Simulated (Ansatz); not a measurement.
A short molecular-dynamics run on C$_{2}$H$_{4}$ClInSi (`C#[C][In]([SiH3])[Cl]`).

```yaml
crystal:
  periodic: [false, false, false]
  atoms:
    - {symbol: C, position_ang: [-2.150763, 2.396129, 0.383882]}
    - {symbol: C, position_ang: [-1.155014, 1.710850, 0.358526]}
    - {symbol: In, position_ang: [0.513223, 0.467348, 0.283969]}
    - {symbol: Si, position_ang: [0.811183, -1.927430, -0.537860]}
    - {symbol: Cl, position_ang: [2.409868, 1.527830, 1.154920]}
    - {symbol: H, position_ang: [-3.022346, 3.010377, 0.412013]}
    - {symbol: H, position_ang: [2.229260, -2.154442, -0.910688]}
    - {symbol: H, position_ang: [-0.066913, -2.180783, -1.709166]}
    - {symbol: H, position_ang: [0.431492, -2.849890, 0.564415]}
basis:
  gaussian: {orbitals: def2-SVP}
hamiltonian: {xc: {name: PBE}}
md: {timestep: 1 fs, n_steps: 30, ensemble: nve, temperature: 1500, initial_velocities: maxwell_boltzmann, seed: 634}
```

```sh
$ ansatz run in.yaml --threads 4 --pin off --events-out ev --progress --plain --max-ram 10444MiB
```

| step | time (fs) | potential energy (eV) | kinetic (eV) | T (K) | conserved (eV) |
| --- | --- | --- | --- | --- | --- |
| 0 | 0.0 | -27692.3422 | 1.3572 | 1500 | -27690.9850 |
| 1 | 1.0 | -27692.2333 | 1.2607 | 1393 | -27690.9725 |
| 2 | 2.0 | -27692.0189 | 1.0627 | 1175 | -27690.9562 |
| 3 | 3.0 | -27691.9169 | 0.9523 | 1052 | -27690.9646 |
| 4 | 4.0 | -27691.8335 | 0.8650 | 956 | -27690.9685 |
| 5 | 5.0 | -27691.6972 | 0.7350 | 812 | -27690.9623 |
| 6 | 6.0 | -27691.5836 | 0.6264 | 692 | -27690.9572 |
| 7 | 7.0 | -27691.5675 | 0.6108 | 675 | -27690.9567 |
| 8 | 8.0 | -27691.6565 | 0.6955 | 769 | -27690.9610 |
| 9 | 9.0 | -27691.7831 | 0.8131 | 899 | -27690.9700 |
| 10 | 10.0 | -27691.8114 | 0.8313 | 919 | -27690.9800 |
| 11 | 11.0 | -27691.6194 | 0.6462 | 714 | -27690.9732 |
| 12 | 12.0 | -27691.3550 | 0.4085 | 451 | -27690.9465 |
| 13 | 13.0 | -27691.3761 | 0.4211 | 465 | -27690.9550 |
| 14 | 14.0 | -27691.5867 | 0.6143 | 679 | -27690.9723 |
| 15 | 15.0 | -27691.7243 | 0.7535 | 833 | -27690.9708 |
| 16 | 16.0 | -27691.7726 | 0.8053 | 890 | -27690.9673 |
| 17 | 17.0 | -27691.7790 | 0.8136 | 899 | -27690.9654 |
| 18 | 18.0 | -27691.7702 | 0.8058 | 891 | -27690.9645 |
| 19 | 19.0 | -27691.7531 | 0.7873 | 870 | -27690.9658 |
| 20 | 20.0 | -27691.7049 | 0.7377 | 815 | -27690.9672 |
| 21 | 21.0 | -27691.6150 | 0.6538 | 723 | -27690.9612 |
| 22 | 22.0 | -27691.5796 | 0.6272 | 693 | -27690.9524 |
| 23 | 23.0 | -27691.7105 | 0.7502 | 829 | -27690.9603 |
| 24 | 24.0 | -27691.8992 | 0.9264 | 1024 | -27690.9728 |
| 25 | 25.0 | -27691.9648 | 0.9900 | 1094 | -27690.9748 |
| 26 | 26.0 | -27691.8721 | 0.9027 | 998 | -27690.9695 |
| 27 | 27.0 | -27691.7096 | 0.7488 | 828 | -27690.9608 |
| 28 | 28.0 | -27691.6155 | 0.6603 | 730 | -27690.9551 |
| 29 | 29.0 | -27691.6698 | 0.7081 | 783 | -27690.9617 |
| 30 | 30.0 | -27691.7747 | 0.8003 | 885 | -27690.9743 |

Velocities are drawn at the set temperature; a run this short doesn't reach equilibrium.

Frames (Å, forces in eV/Å):

```xyz
9
time=0.0 fs
C    -2.151    2.396    0.384   -1.379    0.951    0.036
C    -1.155    1.711    0.359    1.578   -1.101   -0.046
In    0.513    0.467    0.284   -0.153   -0.286   -0.150
Si    0.811   -1.927   -0.538   -0.031    0.151    0.030
Cl    2.410    1.528    1.155    0.471    0.264    0.218
H    -3.022    3.010    0.412   -0.529    0.373    0.016
H     2.229   -2.154   -0.911    0.310   -0.064   -0.082
H    -0.067   -2.181   -1.709   -0.190   -0.073   -0.256
H     0.431   -2.850    0.564   -0.078   -0.215    0.234
9
time=1.0 fs
C    -2.167    2.386    0.383    3.298   -2.226   -0.086
C    -1.130    1.702    0.362   -1.527    0.965    0.050
In    0.513    0.471    0.284    0.128   -0.594   -0.170
Si    0.804   -1.926   -0.539    0.969   -0.047    0.511
Cl    2.409    1.524    1.155    0.508    0.270    0.226
H    -2.979    3.000    0.388   -2.450    1.753    0.049
H     2.276   -2.155   -0.878   -0.399    0.063   -0.003
H    -0.059   -2.222   -1.673   -0.471   -0.133   -0.760
H     0.445   -2.882    0.554   -0.054   -0.052    0.182
9
time=2.0 fs
C    -2.181    2.373    0.382    5.999   -4.022   -0.089
C    -1.107    1.693    0.365   -3.924    2.457    0.111
In    0.513    0.474    0.283    0.422   -0.914   -0.192
Si    0.797   -1.924   -0.540    1.718   -0.239    0.941
Cl    2.409    1.521    1.155    0.543    0.275    0.234
H    -2.958    3.007    0.363   -3.119    2.341    0.002
H     2.318   -2.154   -0.845   -0.952    0.155    0.014
H    -0.056   -2.265   -1.645   -0.662   -0.187   -1.129
H     0.458   -2.915    0.545   -0.025    0.134    0.108
9
time=3.0 fs
C    -2.189    2.358    0.381    5.928   -3.658   -0.115
C    -1.087    1.686    0.369   -5.450    3.341    0.140
In    0.513    0.478    0.283    0.689   -1.211   -0.215
Si    0.791   -1.923   -0.541    2.114   -0.456    1.171
Cl    2.409    1.518    1.156    0.579    0.279    0.240
H    -2.968    3.036    0.339   -1.859    1.356    0.009
H     2.352   -2.152   -0.812   -1.320    0.213   -0.018
H    -0.059   -2.310   -1.627   -0.678   -0.184   -1.248
H     0.470   -2.947    0.538   -0.003    0.319    0.035
9
time=4.0 fs
C    -2.193    2.339    0.380    4.554   -2.180   -0.231
C    -1.071    1.683    0.372   -6.217    3.732    0.146
In    0.513    0.481    0.282    0.895   -1.455   -0.236
Si    0.786   -1.921   -0.541    2.158   -0.718    1.143
Cl    2.409    1.515    1.156    0.613    0.282    0.246
H    -2.995    3.078    0.316    0.007   -0.295    0.129
H     2.373   -2.148   -0.780   -1.518    0.242   -0.081
H    -0.069   -2.356   -1.621   -0.499   -0.087   -1.096
H     0.483   -2.976    0.530    0.006    0.481   -0.020
9
time=5.0 fs
C    -2.194    2.319    0.379    3.186   -0.742   -0.367
C    -1.060    1.682    0.376   -6.364    3.734    0.138
In    0.514    0.484    0.282    1.016   -1.626   -0.254
Si    0.781   -1.920   -0.541    1.933   -1.011    0.917
Cl    2.409    1.512    1.157    0.646    0.285    0.252
H    -3.023    3.117    0.293    1.336   -1.590    0.278
H     2.379   -2.141   -0.748   -1.563    0.247   -0.162
H    -0.084   -2.403   -1.626   -0.185    0.098   -0.757
H     0.496   -3.000    0.523   -0.004    0.604   -0.045
9
time=6.0 fs
C    -2.191    2.298    0.378    2.048    0.372   -0.470
C    -1.055    1.684    0.380   -5.966    3.409    0.123
In    0.514    0.487    0.282    1.042   -1.713   -0.266
Si    0.777   -1.920   -0.540    1.543   -1.283    0.606
Cl    2.409    1.509    1.157    0.675    0.288    0.257
H    -3.037    3.141    0.273    1.990   -2.313    0.397
H     2.371   -2.133   -0.717   -1.464    0.233   -0.256
H    -0.100   -2.450   -1.638    0.163    0.328   -0.355
H     0.508   -3.018    0.515   -0.032    0.679   -0.036
9
time=7.0 fs
C    -2.187    2.278    0.376    0.998    1.235   -0.533
C    -1.054    1.689    0.384   -5.057    2.792    0.109
In    0.514    0.490    0.281    0.976   -1.719   -0.272
Si    0.774   -1.919   -0.540    1.058   -1.480    0.302
Cl    2.410    1.506    1.158    0.702    0.291    0.262
H    -3.033    3.143    0.257    2.143   -2.574    0.469
H     2.348   -2.122   -0.689   -1.211    0.200   -0.355
H    -0.115   -2.493   -1.653    0.467    0.554    0.009
H     0.521   -3.030    0.506   -0.076    0.700    0.009
9
time=8.0 fs
C    -2.183    2.258    0.374   -0.031    1.872   -0.553
C    -1.057    1.696    0.388   -3.671    1.927    0.104
In    0.515    0.492    0.281    0.833   -1.656   -0.272
Si    0.771   -1.920   -0.539    0.493   -1.565    0.051
Cl    2.410    1.503    1.159    0.725    0.294    0.267
H    -3.008    3.120    0.245    1.879   -2.428    0.483
H     2.314   -2.109   -0.665   -0.785    0.148   -0.458
H    -0.125   -2.531   -1.669    0.690    0.742    0.288
H     0.532   -3.035    0.498   -0.132    0.667    0.090
9
time=9.0 fs
C    -2.178    2.240    0.371   -0.890    2.122   -0.508
C    -1.063    1.704    0.392   -1.892    0.884    0.116
In    0.515    0.495    0.280    0.644   -1.550   -0.268
Si    0.768   -1.920   -0.538   -0.160   -1.529   -0.136
Cl    2.411    1.500    1.160    0.745    0.297    0.272
H    -2.965    3.074    0.238    1.106   -1.761    0.411
H     2.272   -2.095   -0.645   -0.179    0.079   -0.558
H    -0.129   -2.561   -1.681    0.822    0.875    0.470
H     0.543   -3.033    0.491   -0.196    0.583    0.202
9
time=10.0 fs
C    -2.174    2.224    0.368   -1.230    1.653   -0.347
C    -1.071    1.714    0.396    0.124   -0.230    0.154
In    0.516    0.497    0.280    0.441   -1.426   -0.262
Si    0.765   -1.922   -0.538   -0.873   -1.384   -0.263
Cl    2.412    1.497    1.160    0.762    0.300    0.276
H    -2.911    3.011    0.235   -0.402   -0.322    0.194
H     2.229   -2.079   -0.630    0.572    0.001   -0.648
H    -0.124   -2.584   -1.689    0.868    0.950    0.558
H     0.551   -3.027    0.485   -0.259    0.459    0.336
9
time=11.0 fs
C    -2.171    2.209    0.364   -0.909    0.389   -0.050
C    -1.079    1.723    0.400    2.176   -1.290    0.218
In    0.517    0.500    0.279    0.255   -1.308   -0.256
Si    0.762   -1.923   -0.537   -1.528   -1.163   -0.327
Cl    2.414    1.495    1.161    0.775    0.303    0.280
H    -2.862    2.945    0.233   -2.619    1.864   -0.184
H     2.191   -2.064   -0.621    1.332   -0.070   -0.715
H    -0.112   -2.597   -1.692    0.832    0.964    0.557
H     0.557   -3.015    0.483   -0.315    0.312    0.476
9
time=12.0 fs
C    -2.169    2.195    0.361   -0.993   -0.469    0.172
C    -1.084    1.731    0.405    4.094   -2.187    0.303
In    0.517    0.502    0.278    0.110   -1.217   -0.254
Si    0.758   -1.926   -0.536   -1.903   -0.908   -0.314
Cl    2.415    1.492    1.162    0.786    0.304    0.284
H    -2.837    2.897    0.230   -4.330    3.509   -0.506
H     2.165   -2.050   -0.620    1.871   -0.113   -0.747
H    -0.091   -2.601   -1.689    0.716    0.912    0.463
H     0.560   -3.001    0.485   -0.352    0.169    0.599
9
time=13.0 fs
C    -2.168    2.180    0.358   -3.037    0.770   -0.027
C    -1.087    1.738    0.410    5.633   -2.798    0.394
In    0.518    0.504    0.278    0.027   -1.166   -0.259
Si    0.753   -1.928   -0.536   -1.779   -0.649   -0.201
Cl    2.417    1.490    1.163    0.796    0.304    0.287
H    -2.854    2.882    0.222   -3.757    2.813   -0.408
H     2.158   -2.037   -0.625    1.965   -0.118   -0.729
H    -0.064   -2.596   -1.682    0.519    0.788    0.267
H     0.560   -2.985    0.493   -0.366    0.056    0.676
9
time=14.0 fs
C    -2.169    2.165    0.354   -5.787    3.015   -0.481
C    -1.085    1.742    0.415    6.232   -2.909    0.457
In    0.519    0.506    0.277    0.019   -1.171   -0.271
Si    0.748   -1.931   -0.536   -1.121   -0.396    0.037
Cl    2.419    1.487    1.165    0.803    0.303    0.290
H    -2.906    2.894    0.210   -1.607    0.668   -0.020
H     2.170   -2.025   -0.637    1.571   -0.096   -0.656
H    -0.032   -2.584   -1.673    0.242    0.589   -0.036
H     0.556   -2.969    0.508   -0.352   -0.003    0.682
9
time=15.0 fs
C    -2.174    2.153    0.351   -6.892    4.259   -0.790
C    -1.078    1.743    0.420    5.352   -2.374    0.447
In    0.519    0.508    0.277    0.095   -1.240   -0.293
Si    0.743   -1.934   -0.535   -0.118   -0.144    0.403
Cl    2.421    1.485    1.166    0.807    0.300    0.290
H    -2.975    2.913    0.198    0.299   -1.058    0.304
H     2.196   -2.013   -0.656    0.863   -0.069   -0.532
H     0.003   -2.566   -1.663   -0.092    0.327   -0.433
H     0.548   -2.952    0.529   -0.315   -0.001    0.603
9
time=16.0 fs
C    -2.186    2.145    0.346   -5.885    4.179   -0.835
C    -1.067    1.743    0.426    3.085   -1.313    0.345
In    0.520    0.510    0.276    0.246   -1.370   -0.325
Si    0.737   -1.936   -0.535    0.936    0.095    0.850
Cl    2.423    1.483    1.167    0.807    0.295    0.290
H    -3.040    2.922    0.189    1.415   -1.924    0.468
H     2.231   -2.003   -0.680    0.092   -0.057   -0.375
H     0.037   -2.545   -1.658   -0.435    0.042   -0.862
H     0.538   -2.936    0.556   -0.261    0.050    0.444
9
time=17.0 fs
C    -2.201    2.139    0.341   -3.561    3.295   -0.679
C    -1.053    1.742    0.432    0.102   -0.035    0.170
In    0.521    0.511    0.275    0.445   -1.537   -0.363
Si    0.732   -1.939   -0.534    1.795    0.277    1.254
Cl    2.426    1.481    1.169    0.804    0.290    0.288
H    -3.092    2.912    0.185    1.887   -2.160    0.511
H     2.267   -1.993   -0.707   -0.567   -0.062   -0.206
H     0.066   -2.524   -1.661   -0.706   -0.196   -1.203
H     0.525   -2.919    0.587   -0.199    0.127    0.228
9
time=18.0 fs
C    -2.220    2.137    0.336   -0.776    2.061   -0.402
C    -1.039    1.741    0.438   -2.843    1.162   -0.034
In    0.521    0.513    0.274    0.654   -1.708   -0.403
Si    0.728   -1.942   -0.533    2.324    0.353    1.456
Cl    2.429    1.479    1.170    0.797    0.284    0.285
H    -3.125    2.881    0.185    1.854   -1.957    0.468
H     2.297   -1.983   -0.736   -1.044   -0.081   -0.043
H     0.089   -2.504   -1.676   -0.830   -0.314   -1.312
H     0.511   -2.901    0.620   -0.137    0.201   -0.013
9
time=19.0 fs
C    -2.240    2.136    0.330    2.036    0.667   -0.052
C    -1.027    1.741    0.444   -5.256    2.100   -0.234
In    0.522    0.514    0.274    0.829   -1.844   -0.440
Si    0.724   -1.945   -0.531    2.506    0.310    1.353
Cl    2.432    1.477    1.172    0.787    0.277    0.280
H    -3.141    2.832    0.190    1.299   -1.366    0.346
H     2.317   -1.974   -0.766   -1.339   -0.109    0.104
H     0.104   -2.488   -1.703   -0.783   -0.286   -1.112
H     0.495   -2.881    0.653   -0.080    0.251   -0.245
9
time=20.0 fs
C    -2.257    2.136    0.324    4.786   -0.829    0.340
C    -1.020    1.742    0.450   -6.925    2.708   -0.409
In    0.523    0.516    0.273    0.932   -1.911   -0.466
Si    0.721   -1.947   -0.529    2.412    0.199    0.972
Cl    2.435    1.475    1.173    0.773    0.269    0.275
H    -3.145    2.770    0.198    0.139   -0.406    0.149
H     2.325   -1.967   -0.795   -1.474   -0.141    0.231
H     0.111   -2.474   -1.741   -0.612   -0.152   -0.653
H     0.478   -2.858    0.684   -0.031    0.264   -0.439
9
time=21.0 fs
C    -2.271    2.134    0.318    7.240   -2.189    0.708
C    -1.018    1.746    0.456   -7.791    2.970   -0.550
In    0.524    0.517    0.272    0.937   -1.884   -0.476
Si    0.719   -1.950   -0.526    2.142    0.093    0.441
Cl    2.438    1.473    1.175    0.755    0.260    0.269
H    -3.147    2.703    0.207   -1.427    0.674   -0.071
H     2.318   -1.960   -0.821   -1.464   -0.175    0.332
H     0.113   -2.462   -1.785   -0.399    0.015   -0.076
H     0.461   -2.833    0.711    0.007    0.236   -0.577
9
time=22.0 fs
C    -2.279    2.132    0.313    8.432   -2.785    0.912
C    -1.023    1.752    0.461   -7.817    2.889   -0.644
In    0.525    0.518    0.271    0.835   -1.755   -0.467
Si    0.718   -1.952   -0.524    1.765    0.047   -0.105
Cl    2.442    1.471    1.177    0.733    0.250    0.262
H    -3.163    2.644    0.216   -2.460    1.236   -0.189
H     2.298   -1.956   -0.845   -1.313   -0.208    0.402
H     0.110   -2.449   -1.830   -0.208    0.158    0.478
H     0.444   -2.806    0.732    0.033    0.169   -0.649
9
time=23.0 fs
C    -2.281    2.127    0.309    7.278   -2.208    0.856
C    -1.033    1.760    0.466   -6.956    2.475   -0.668
In    0.526    0.519    0.270    0.636   -1.536   -0.439
Si    0.717   -1.954   -0.521    1.300    0.080   -0.574
Cl    2.446    1.469    1.179    0.708    0.241    0.254
H    -3.202    2.596    0.223   -1.934    0.868   -0.134
H     2.264   -1.953   -0.864   -1.006   -0.239    0.433
H     0.106   -2.435   -1.870   -0.073    0.251    0.923
H     0.427   -2.777    0.747    0.046    0.068   -0.651
9
time=24.0 fs
C    -2.276    2.120    0.305    4.132   -0.955    0.616
C    -1.050    1.770    0.470   -5.179    1.756   -0.591
In    0.527    0.519    0.269    0.370   -1.253   -0.395
Si    0.717   -1.957   -0.519    0.736    0.186   -0.922
Cl    2.450    1.468    1.181    0.680    0.232    0.245
H    -3.260    2.556    0.229   -0.260    0.065   -0.010
H     2.221   -1.953   -0.879   -0.525   -0.266    0.412
H     0.101   -2.419   -1.901    0.002    0.293    1.231
H     0.411   -2.748    0.755    0.045   -0.059   -0.587
9
time=25.0 fs
C    -2.269    2.112    0.302    0.182    0.308    0.288
C    -1.070    1.782    0.473   -2.529    0.793   -0.385
In    0.528    0.520    0.268    0.076   -0.942   -0.339
Si    0.717   -1.959   -0.517    0.063    0.347   -1.131
Cl    2.454    1.466    1.183    0.648    0.222    0.234
H    -3.320    2.517    0.234    1.379   -0.529    0.065
H     2.174   -1.955   -0.891    0.132   -0.288    0.330
H     0.096   -2.400   -1.921    0.022    0.291    1.402
H     0.395   -2.719    0.758    0.028   -0.202   -0.464
9
time=26.0 fs
C    -2.261    2.105    0.299   -3.817    1.345   -0.104
C    -1.093    1.794    0.477    0.771   -0.301   -0.048
In    0.529    0.520    0.267   -0.202   -0.638   -0.277
Si    0.717   -1.961   -0.515   -0.670    0.545   -1.199
Cl    2.458    1.465    1.185    0.612    0.212    0.221
H    -3.368    2.473    0.240    2.408   -0.759    0.071
H     2.127   -1.960   -0.899    0.907   -0.307    0.194
H     0.092   -2.378   -1.927   -0.007    0.254    1.441
H     0.380   -2.692    0.757   -0.002   -0.350   -0.299
9
time=27.0 fs
C    -2.256    2.099    0.296   -7.289    2.075   -0.517
C    -1.115    1.807    0.480    4.170   -1.334    0.364
In    0.530    0.521    0.266   -0.432   -0.371   -0.215
Si    0.716   -1.963   -0.513   -1.311    0.761   -1.142
Cl    2.463    1.463    1.187    0.573    0.201    0.206
H    -3.392    2.422    0.247    2.771   -0.707    0.027
H     2.089   -1.968   -0.905    1.638   -0.325    0.041
H     0.087   -2.353   -1.920   -0.080    0.188    1.352
H     0.364   -2.668    0.753   -0.040   -0.488   -0.116
9
time=28.0 fs
C    -2.257    2.094    0.293   -9.341    2.346   -0.829
C    -1.133    1.818    0.484    6.770   -2.054    0.714
In    0.532    0.521    0.265   -0.591   -0.158   -0.158
Si    0.716   -1.965   -0.513   -1.627    0.981   -0.993
Cl    2.468    1.462    1.189    0.531    0.189    0.190
H    -3.389    2.364    0.255    2.450   -0.455   -0.049
H     2.067   -1.979   -0.911    2.083   -0.344   -0.056
H     0.081   -2.327   -1.899   -0.199    0.096    1.128
H     0.348   -2.649    0.747   -0.077   -0.600    0.053
9
time=29.0 fs
C    -2.265    2.091    0.288   -8.913    2.014   -0.883
C    -1.146    1.827    0.488    7.703   -2.268    0.836
In    0.533    0.521    0.264   -0.674   -0.006   -0.107
Si    0.714   -1.967   -0.512   -1.436    1.177   -0.775
Cl    2.473    1.461    1.191    0.485    0.175    0.172
H    -3.363    2.301    0.261    1.248   -0.046   -0.143
H     2.064   -1.993   -0.918    2.051   -0.358   -0.038
H     0.074   -2.300   -1.868   -0.364   -0.018    0.765
H     0.332   -2.636    0.742   -0.100   -0.669    0.172
9
time=30.0 fs
C    -2.281    2.090    0.284   -5.549    1.166   -0.624
C    -1.153    1.835    0.493    6.758   -1.981    0.656
In    0.534    0.522    0.263   -0.687    0.091   -0.064
Si    0.713   -1.968   -0.512   -0.766    1.320   -0.470
Cl    2.478    1.459    1.193    0.437    0.159    0.152
H    -3.326    2.239    0.266   -1.077    0.431   -0.235
H     2.082   -2.011   -0.925    1.557   -0.355    0.094
H     0.063   -2.273   -1.829   -0.574   -0.147    0.275
H     0.314   -2.629    0.739   -0.100   -0.684    0.217
```

It took 36 s on 4 threads of an Arm Neoverse V1 on a shared host, with 0.16 GiB of host memory at the peak.
